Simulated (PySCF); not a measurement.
Species: C6H10N (doublet state).
Structure used (GFN2-xTB), in Å, numbered top down from 1:
```xyz
17
C6H10N angstrom
C      3.260   -0.334    0.517
C      2.099   -0.226   -0.201
N      0.942   -0.087    0.393
C     -0.223    0.022   -0.373
C     -1.370   -0.934    0.058
C     -2.345    0.247    0.104
C     -1.151    1.203    0.027
H      4.211   -0.449    0.030
H      3.233   -0.303    1.591
H      2.156   -0.258   -1.299
H     -0.044   -0.014   -1.462
H     -1.166   -1.356    1.039
H     -1.594   -1.731   -0.647
H     -2.962    0.324    0.995
H     -2.983    0.300   -0.776
H     -1.209    2.007   -0.702
H     -0.862    1.602    0.995
```

The hyperfine couplings belong to this conformer and change with its torsions.

The species is `C(=C)[N]C1CCC1` [radical].

The calculation used PySCF 2.14.0, UKS B3LYP, pcH-1 on C H N, non-relativistic, mean-field spin-orbit, GIAO. Isolated species at its GFN2-xTB geometry (one conformer only). Couplings are sensitive to structure, and on GFN2-xTB geometries they can be far from those on DFT ones. The SCF solution wasn't tested for stability. ⟨S²⟩ is 0.776 where a pure state has 0.75.

What is the g tensor, term by term?

| Δg (ppm) | 1 | 2 | 3 |
| --- | --- | --- | --- |
| relativistic mass correction | -184 | -184 | -184 |
| gauge correction | -1 | 39 | 44 |
| orbital Zeeman/spin–orbit | 0 | 914 | 3074 |
| total | -185 | 768 | 2933 |

So g = 2.00213, 2.00309, 2.00525 and g_iso = 2.00349; the tensor is rhombic: the two nearest values differ by 31 % of g3 − g1. Axes: g2 points within 2° of the C2–H10 bond.

What are the electron Larmor frequencies g μB B/h along the three axes at 1200 mT?

33.6268, 33.6428, 33.6792 GHz for g1, g2 and g3, a range of 52.4 MHz.

At 94.329 GHz, how far is the centre of the isotropic spectrum from where a free electron (g = 2.002319) resonates?

B = hν/(g μB) with μB/h = 13.99624 MHz/mT gives 3365.89 mT for the free electron and 3363.92 mT at g_iso, 1.97 mT lower.

In a frozen sample, at which fields do the three g values resonate at 9.5, 34, 94 and 263 GHz (hyperfine left aside), and which band first spreads them over more than twice a line width of 0.3 mT?

| band | GHz | B(g3) mT | B(g2) mT | B(g1) mT | spread mT |
| --- | --- | --- | --- | --- | --- |
| X | 9.5 | 338.49 | 338.85 | 339.01 | 0.53 |
| Q | 34.0 | 1211.43 | 1212.74 | 1213.32 | 1.89 |
| W | 94.0 | 3349.25 | 3352.87 | 3354.46 | 5.22 |
| J | 263.0 | 9370.77 | 9380.90 | 9385.36 | 14.60 |

The spread grows in proportion to the frequency. Q band is the first where it exceeds 0.6 mT.

The Mulliken spin populations are largest on C1 (+0.72), N3 (+0.52) and C2 (-0.23). The positive populations add up to 1.34 and the negative ones to -0.34, together 2S = 1. The angles at C1 add up to 360.0°, so it is planar; its axial dipolar tensor and the negative couplings of its protons fit spin in a p orbital normal to that plane.

The HOMO–LUMO gaps are 6.63 eV among the α and 4.03 eV among the β orbitals.

Hardware: an Arm Neoverse V1 with one thread, on a shared host. Cost: 62 s of wall time (grids of density and orbitals included), 0.97 GiB resident at most.

The SMILES draws the unpaired electron on N3; the largest computed Mulliken spin population is on C1 (0.72 against 0.52).
